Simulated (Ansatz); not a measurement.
Reactions of `CC1=C[SiH]1F`.

Gas-phase electronic energies from Ansatz, PBE0-D4/def2-TZVP geometries. CCSD(T)/CBS adds triple-zeta CCSD(T) − MP2 to the extrapolated MP2 energy (def2 sets, frozen cores). This one scheme is used for every species, atoms too. DFT in def2-TZVPP. No spin–orbit coupling; open shells (•) take unrestricted orbitals. Spin–orbit coupling would lower the free atoms: a little for C, F, Si. Bonds to Ge are less sure, by a few kJ/mol each and by 10 to 20 or more in all where they break to atoms, as the def2 sets lack core-valence functions. Scalar relativity is left out up to krypton. One conformer a species, not always the lowest.

```tsv
reaction	ωB97M-V (kJ/mol)	HF/CBS(def2) (kJ/mol)	r2SCAN-D4 (kJ/mol)	PBE0-D4 (kJ/mol)	CCSD(T)/CBS(def2) (kJ/mol)
`CC1=C[SiH]1F` → `FC1([SiH3])C=C1`	290	300	292	287	297
`CC1=C[SiH]1F` → 3 C• + F• + 5 H• + Si•	4090	3035	4097	4100	4076
`CC1=C[SiH]1F` → `F[SiH]1C=C1` + `[CH2]` (triplet)	458	309	437	458	455
`CC1=C[SiH]1F` + `[CH2]1[NH][GeH2]1` → `C[N]1[CH2][GeH2]1` + `F[SiH]1C=C1`	48	46	50	51	46
`CC1=C[SiH]1F` → `F/C=C1/C[SiH2]1`	232	254	226	222	240
`CC1=C[SiH]1F` → `FC1C=C[SiH2]1`	166	173	173	162	170
`CC1=C[SiH]1F` → `FC1C=C1[SiH3]`	258	259	259	253	264
`CC1=C[SiH]1F` + `[AlH3]` → `CC1=C[SiH]1[AlH2]` + H–F	140	170	127	112	125
`CC1=C[SiH]1F` + `O[SiH2]N[SiH2]Cl` → `CN([SiH2]O)[SiH2]Cl` + `F[SiH]1C=C1`	65	73	70	69	67
`CC1=C[SiH]1F` + H₂ → `F[SiH]1C=C1` + CH₄	-49	-66	-45	-44	-48
```

Largest T1 diagnostic: 0.014, for `CC1=C[SiH]1[AlH2]`.
